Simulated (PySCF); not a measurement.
**Atomic charges by several schemes**

Compound: C2H10NPSi2.
Structure used (PBE0-D3(BJ)/def2-SVP), in Å, numbered top down from 1:
```xyz
16
C2H10NPSi2 angstrom
C     -3.1991    1.3673   -0.1183
C     -2.0040    0.9062   -0.5060
Si    -1.1777   -0.5638    0.2964
N      0.3819   -0.1317    0.9471
Si     1.9274   -0.8928    0.7165
P      3.4147    0.6695    0.0226
H     -3.7587    0.8994    0.7007
H     -3.6785    2.2293   -0.5964
H     -1.4900    1.4192   -1.3306
H     -0.9176   -1.6531   -0.6920
H     -2.1259   -1.0622    1.3451
H      0.3852    0.6814    1.5601
H      1.7228   -2.0064   -0.2564
H      2.5001   -1.4576    1.9811
H      4.4818   -0.2690   -0.1359
H      3.0111    0.6028   -1.3465
```

Density: PBE0/pcSseg-1 (PySCF); schemes: Mulliken, IAO, Hirshfeld and ESP-fitted. Isolated species at its PBE0-D3(BJ)/def2-SVP geometry (one conformer only).

**Question.** Atoms with like bonding are taken together and averaged. At which atom do the 4 schemes differ most?

**Answer.** At N4: from -0.924 (IAO) to -0.327 e (Hirshfeld), 0.597 e apart.

**Question.** Do the Mulliken, IAO, Hirshfeld and ESP-fitted schemes agree on where the charge is lowest?

**Answer.** All schemes agree: Mulliken N4 (-0.843); IAO N4 (-0.924); Hirshfeld N4 (-0.327); ESP-fitted N4 (-0.669).

**Question.** For which atoms does the sign change between the 4 schemes (beyond +0.03 e in one, beyond −0.03 e in another)?

**Answer.** For none.

**Question.** Tabulate the Mulliken, IAO, Hirshfeld and ESP-fitted charges.

**Answer.** In e; atoms taken as equivalent share a row and are averaged (×n: the atom named and its like, n in all):

```tsv
atom	environment	Mulliken	IAO	Hirshfeld	ESP-fitted
C1	terminal =CH2 carbon	-0.173	-0.263	-0.077	-0.349
C2	alkene CH carbon	-0.492	-0.443	-0.144	-0.291
Si3	SiH2 silicon	+0.823	+0.885	+0.364	+0.535
N4	nitrogen bridging silicon atoms	-0.843	-0.924	-0.327	-0.669
Si5	SiH2 silicon	+0.581	+0.714	+0.315	+0.509
P6	three-coordinate phosphorus	-0.253	-0.132	-0.038	-0.382
H7	vinylic hydrogen	+0.127	+0.143	+0.045	+0.178
H8	vinylic hydrogen	+0.128	+0.148	+0.049	+0.168
H9	vinylic hydrogen	+0.135	+0.151	+0.044	+0.169
H10/H11	Si–H hydrogen	-0.112	-0.142	-0.084	-0.112
H12	N–H hydrogen	+0.231	+0.268	+0.117	+0.347
H13/H14	Si–H hydrogen	-0.076	-0.130	-0.082	-0.108
H15/H16	P–H hydrogen	+0.056	-0.002	-0.009	+0.113
```

Mean size of the charges over all atoms: IAO 0.289 e, Mulliken 0.267 e, ESP-fitted 0.266 e, Hirshfeld 0.117 e. Each set sums to the total charge, 0, to within 0.001 e. The ESP scheme is a least-squares fit of atom-centred charges to the potential on four shells outside the van der Waals surface, with the total charge fixed.

Some averages cover members that differ in this geometry: H10/H11, ESP-fitted -0.130 to -0.095 e.

**Question.** How closely do the schemes follow one another over all atoms?

**Answer.** Correlation coefficient and root-mean-square difference: Mulliken with IAO 0.99, 0.066 e; IAO with Hirshfeld 0.99, 0.248 e; Mulliken with Hirshfeld 0.97, 0.219 e; Mulliken with ESP-fitted 0.95, 0.121 e; IAO with ESP-fitted 0.94, 0.150 e; Hirshfeld with ESP-fitted 0.92, 0.182 e.

**Question.** Sum the charges by element, for elements with more than one atom.

**Answer.** 
```
element  atoms  Mulliken     IAO  Hirshfeld  ESP-fitted
      C      2    -0.665  -0.706     -0.221      -0.640
     Si      2    +1.403  +1.599     +0.680      +1.044
      H     10    +0.357  +0.164     -0.094      +0.647
```

**Question.** How many electrons does the ESP-fitted scheme count on C2?

**Answer.** Z − q = 6 − (-0.291) = 6.291.
